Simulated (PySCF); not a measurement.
C5H3N2O (doublet state).
SMILES with atom numbers: `[N:1]#[C:2][C:3]1[O:4][CH2:5][C@@H:6]1[C:7]#[N:8]` (hydrogens: H9, H10 on C5; H11 on C6)

Method used: UKS B3LYP, pcH-1 on C H N O, non-relativistic, mean-field spin-orbit, GIAO in PySCF 2.14.0. Geometry: GFN2-xTB; no solvent, vibrations or thermal averaging. A GFN2-xTB geometry isn't a minimum of the functional, and hyperfine couplings can be far from their values at a DFT geometry. No stability test was run, so a lower SCF solution isn't excluded.

Task: Predict the first-order ENDOR lines of N1, H11, H9 and H10 under fast tumbling at B = 335.6 mT (X band).

Result: ν± = |νn ± a/2|, one line for each electron-spin manifold; νn = |g_N| × 7.62259 MHz/T × B.

```json
{"nuclei": "N1", "isotope": "14N", "g_N": "0.4038", "νn (MHz)": "1.03", "a_iso (MHz)": "8.93", "lower line (MHz)": "3.43", "upper line (MHz)": "5.50"}
{"nuclei": "H11", "isotope": "1H", "g_N": "5.5857", "νn (MHz)": "14.29", "a_iso (MHz)": "63.37", "lower line (MHz)": "17.39", "upper line (MHz)": "45.97"}
{"nuclei": "H9", "isotope": "1H", "g_N": "5.5857", "νn (MHz)": "14.29", "a_iso (MHz)": "7.40", "lower line (MHz)": "10.59", "upper line (MHz)": "17.99"}
{"nuclei": "H10", "isotope": "1H", "g_N": "5.5857", "νn (MHz)": "14.29", "a_iso (MHz)": "7.33", "lower line (MHz)": "10.63", "upper line (MHz)": "17.95"}
```

Task: Which pairs are centred on the nuclear Larmor frequency, and which on half the coupling?

Result: Centred on νn, since |a| < 2νn: H9 and H10. Centred on |a|/2 and split by 2νn: N1 and H11.

Task: At what field would the lower line of H11 fall to zero frequency?

Result: Where νn = |a|/2, that is B = 31.68 MHz/(5.5857 × 7.62259 MHz/T) = 744 mT, as far as first order holds there.

The largest Mulliken spin populations are on C3 (+0.65), N1 (+0.37), C2 (-0.18) and O4 (+0.16). Three atoms exceed +0.15. The positive populations add up to 1.23 and the negative ones to -0.23, together 2S = 1. The angles at C3 add up to 360.0°, so it is planar.
